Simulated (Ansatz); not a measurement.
A run for Ansatz (a first-principles code): U-r2SCAN/def2-TZVPP on GeHI (SMILES [GeH][I]), a point of a bond scan (R = 2.402 Å). Elements past Kr take the def2 small-core potentials; no spin–orbit coupling.

Ansatz 0.2 input:
```yaml
crystal:
  periodic: [false, false, false]
  atoms:
    - {symbol: Ge, position_ang: [-0.91057453, -0.75513755, 1.05678619]}
    - {symbol: H, position_ang: [-2.44086172, -1.48309937, -0.64569815]}
    - {symbol: I, position_ang: [0.58621040, 0.47933673, -0.63658405]}
basis:
  gaussian:
    orbitals: def2-TZVPP
hamiltonian:
  xc: {name: r2SCAN}
magnetization: {spin_polarized: true, initial_magnetization: 0}
```

The head of its log:

```
WARN ansatz: RAYON_NUM_THREADS=1 ignored (pool sized by the plan → 1); use --threads N
Functional definition: r2SCAN
integrals: 0.04 GiB planned
784 factors; their error is unknown
mean field: 0.38 GiB planned
mean field evaluation 1: about -64635.5349 eV, gradient 1.5e1 eV
mean field evaluation 2: about -64625.1747 eV, gradient 3.9e1 eV
```

Q: Give the final energy of this run.

A: -2375.3674 hartree.
